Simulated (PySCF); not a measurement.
C₃H₈N, SMILES C[C](C)N, multiplicity 2.

Geometry optimised at ωB97X-D3(BJ)/def2-SVP. The isomer is the one that the SMILES or the coordinates give; other isomers of the formula were not compared. The values are those of a single conformer.

Level of theory: ωB97X-D3(BJ)/def2-SVP (PySCF 2.14.0).

Frequencies are harmonic and unscaled.

```csv
mode,ν (cm⁻¹),IR (km/mol),moving atoms (share of kinetic energy)
1,132,21.5,H 95 %
2,139,0.9,"H 85 %, C 14 %"
3,178,4.0,H 97 %
4,254,6.1,"C 54 %, H 37 %, N 9 %"
5,373,0.0,"H 43 %, C 43 %, N 14 %"
6,410,0.0,"H 42 %, C 35 %, N 24 %"
7,577,234.5,"H 80 %, N 20 %"
8,815,5.2,"C 60 %, H 23 %, N 18 %"
9,962,0.2,"H 79 %, C 21 %"
10,979,3.3,"H 78 %, C 21 %"
11,1025,1.4,"H 63 %, C 25 %, N 12 %"
12,1063,0.8,"H 64 %, C 35 %"
13,1076,2.4,"H 66 %, C 24 %, N 10 %"
14,1359,0.6,"H 72 %, C 25 %"
15,1374,25.4,"H 60 %, C 34 %"
16,1426,1.5,"H 50 %, C 48 %"
17,1436,28.8,"H 62 %, C 34 %"
18,1452,4.8,H 96 %
19,1462,18.9,H 94 %
20,1476,1.6,"H 77 %, C 22 %"
21,1492,2.7,"H 74 %, C 24 %"
22,1626,58.4,"H 83 %, N 14 %"
23,2958,71.9,H 95 %
24,2967,78.0,H 95 %
25,3083,34.5,H 93 %
26,3083,18.8,H 93 %
27,3151,5.7,"H 91 %, C 9 %"
28,3154,30.5,"H 91 %, C 9 %"
29,3570,3.3,H 96 %
30,3682,11.5,"H 91 %, N 9 %"
```
